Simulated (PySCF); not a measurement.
C2H6N2OSi, SMILES N[Si@@H]1COC=N1. Atoms are numbered in the order given.

```xyz
12

N      2.1274     0.2009     0.6465
Si     0.7292     0.3947    -0.3393
C     -0.8228     0.9571     0.6431
O     -1.7751    -0.1117     0.4161
C     -1.2675    -1.0788    -0.3935
N     -0.1017    -1.0657    -0.8964
H      2.1186    -0.4335     1.4400
H      3.0495     0.2365     0.2231
H      1.1379     1.2755    -1.4627
H     -1.2756     1.8965     0.2886
H     -0.6617     1.0493     1.7294
H     -2.0144    -1.8735    -0.5460
```
Charge 0, spin multiplicity 1.

Coordinates come from a B3LYP-D3(BJ)/def2-SVP optimisation. The structure was generated by enumeration; whether it is a known compound was not checked. The values are those of a single conformer.

Computed with PBE/pcSseg-1 run with PySCF.

GIAO shieldings, no solvent; atoms listed in one row are averaged. δ = σ(ref) − σ: ¹⁵N against NH3 (σ = 267.0 ppm); ²⁹Si against TMS (σ = 335.4 ppm); ¹³C against TMS (σ = 182.0 ppm); ¹⁷O against H2O (σ = 334.3 ppm); ¹H against TMS (σ = 31.49 ppm), references at their B3LYP-D3(BJ)/def2-TZVP geometries, non-relativistic.

Computed chemical shifts:
| nucleus | atoms | count | δ (ppm) |
|---|---|---|---|
| ¹⁵N | N6 | 1 | 261.5 |
| ¹⁵N | N1 | 1 | 32.9 |
| ²⁹Si | Si2 | 1 | 3.7 |
| ¹³C | C5 | 1 | 168.0 |
| ¹³C | C3 | 1 | 55.8 |
| ¹⁷O | O4 | 1 | 236.4 |
| ¹H | H12 | 1 | 7.40 |
| ¹H | H9 | 1 | 5.61 |
| ¹H | H10 | 1 | 3.56 |
| ¹H | H11 | 1 | 3.38 |
| ¹H | H8 | 1 | 1.45 |
| ¹H | H7 | 1 | 0.68 |
